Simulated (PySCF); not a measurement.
First SCF of a structure search on doublet SnF₂⁺, at a hand-made bent geometry. PySCF input:

```python
from pyscf import gto, scf, dft
mol = gto.M(atom='''
Sn     0.000000     0.000000     0.000000
F      1.637600     0.000000     1.146700
F     -1.637600     0.000000     1.146700''',
    basis={'Sn': 'def2-TZVP', 'F': 'def2-TZVP'},
    ecp={'Sn': 'def2-TZVP'},
    charge=1, spin=1)
mf = dft.UKS(mol, xc='PBE0')
mf.grids.atom_grid = (50, 194)
aux = {'Sn': 'def2-universal-JKFIT', 'F': 'def2-universal-JKFIT'}
mf = mf.density_fit(auxbasis=aux)
mf.conv_tol = 1e-08
mf.diis_space = 10
mf.max_cycle = 60
mf.init_guess = 'minao'
mf.verbose = 4
mf.kernel()
```

Excerpt of the output (cycles alone):

```
init E= -376.979337903838
cycle= 1 E= -412.942721742878  delta_E=  -36  |g|= 1.45  |ddm|= 21.7
cycle= 2 E= -412.973707770392  delta_E= -0.031  |g|= 1.52  |ddm|=  4.2
cycle= 3 E= -413.513630437759  delta_E= -0.54  |g|= 0.415  |ddm|= 1.69
cycle= 4 E= -413.563114756873  delta_E= -0.0495  |g|= 0.135  |ddm|= 0.392
cycle= 5 E= -413.569767550776  delta_E= -0.00665  |g|= 0.0102  |ddm|= 0.13
cycle= 6 E= -413.569892752676  delta_E= -0.000125  |g|= 0.00526  |ddm|= 0.0227
cycle= 7 E= -413.569939804602  delta_E= -4.71e-05  |g|= 0.00263  |ddm|= 0.0162
cycle= 8 E= -413.56995315869  delta_E= -1.34e-05  |g|= 0.00091  |ddm|= 0.00964
cycle= 9 E= -413.569955020459  delta_E= -1.86e-06  |g|= 0.000226  |ddm|= 0.00394
cycle= 10 E= -413.569955156453  delta_E= -1.36e-07  |g|= 8.71e-05  |ddm|= 0.00118
cycle= 11 E= -413.5699551654  delta_E= -8.95e-09  |g|= 1.34e-05  |ddm|= 0.000257
Extra cycle  E= -413.569955165823  delta_E= -4.23e-10  |g|= 6.58e-06  |ddm|= 4.85e-05
converged SCF energy = -413.569955165823  <S^2> = 0.76263502  2S+1 = 2.0125954
```

No lower solution of this spin was found by a stability analysis within the unrestricted form.

No spin–orbit coupling is included, which matters more the heavier the element.

The search for the lowest solution, with the stability check, took 4.4 s on 4 threads of a shared Arm Neoverse V1 host, with 112 basis functions; the process peaked at 0.36 GiB. Launch command: `OMP_NUM_THREADS=4 python axn.py task.json out`.
